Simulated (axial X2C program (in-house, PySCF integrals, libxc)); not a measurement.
**Potential curves of AsN⁺, with spin–orbit coupling**

Computed with an in-house all-electron X2C program for linear molecules (integrals from PySCF). Two-component (2c) means X2C with spin–orbit coupling and atomic mean-field two-electron Coulomb and Gaunt terms. Basis: As dyall-cv3z [9s9p6d4f1g], N dyall-av3z [7s7p3d2f] (cores contracted in-house); Gaussian nuclei, density fitting, unrestricted open shells. Masses: As 74.922 u, N 14.003 u.

State: Ω = 3/2 (⟨Sz⟩ = 0.50, ⟨Lz⟩ = 1.00 at PBE). Energies in eV from the lowest point of each curve. Fits are polynomials in 1 − R0/R over 0.85 to 1.23 times the lowest point R0.

```
 R (Å)     PBE
1.4712  1.6142
1.5388  0.7269
1.5895  0.3263
1.6403  0.0967
1.6910  0.0000
1.7502  0.0131
1.8094  0.1249
1.8855  0.3642
1.9785  0.7334
2.1138  1.3005
```

Density functionals use the spin component along the axis (collinear). Without a current term, density functionals place determinants with orbital angular momentum somewhat too high. The state is one determinant with fixed occupations, lowest in a PBE0 search at one distance only: followed along the bond, the spin-free determinant M_S = 1/2, Λ = 0 reaches 0.12 eV lower at PBE0, at Re = 1.595 Å, so the state shown is not the lowest. At some level and bond length an empty orbital lies below a filled one. The determinant is spin-polarised beyond a pure state at some levels (its spin-free form has ⟨S²⟩ too high), which makes Re and μ there less reliable.

Problem. Fit the PBE curve near its minimum: give the equilibrium distance and the harmonic wavenumber.

Solution. At PBE, 2c: Re = 1.713 Å, ωe ≈ 893 cm⁻¹; Be follows as 0.487 cm⁻¹.
